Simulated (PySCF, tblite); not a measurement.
Isomers of C2H12NSi3 (doublet state), one GFN2-xTB conformer each. Single-point energies are computed at B3LYP/pcH-1 (PySCF, gas phase, no added dispersion term), electronic only. GFN2-xTB treats the open shell by occupation alone, and not every SCF solution was tested for stability.

Question: Rank them by B3LYP/pcH-1 energy, lowest first (kJ/mol).
A. `[CH3:1][NH:2][SiH:3][SiH2:4][CH2:5][SiH3:6]` (doublet state) with C1–N2–Si3–Si4 52°, N2–Si3–Si4–C5 -110°, Si3–Si4–C5–Si6 63°
B. `[CH3:1][N:2][SiH2:3][SiH2:4][CH2:5][SiH3:6]` (doublet state) with C1–N2–Si3–Si4 -92°, N2–Si3–Si4–C5 57°, Si3–Si4–C5–Si6 57°

Answer: A (0.0), B (73.5).

As drawn, the lower has an N–H bond, which the higher lacks. GFN2-xTB itself gives, in the same order: 0.0, 16.4. Both levels put the same isomer lowest.

Q: What happens when harmonic zero-point energies from GFN2-xTB frequencies are added?

A: 
| SMILES | ZPE (kJ/mol) | electronic (kJ/mol) | with ZPE (kJ/mol) |
| --- | --- | --- | --- |
| CN[SiH][SiH2]C[SiH3] | 335.6 | 0.0 | 0.0 |
| C[N][SiH2][SiH2]C[SiH3] | 323.5 | 73.5 | 61.4 |

The zero-point energies span 12.1 kJ/mol. The order is unchanged.
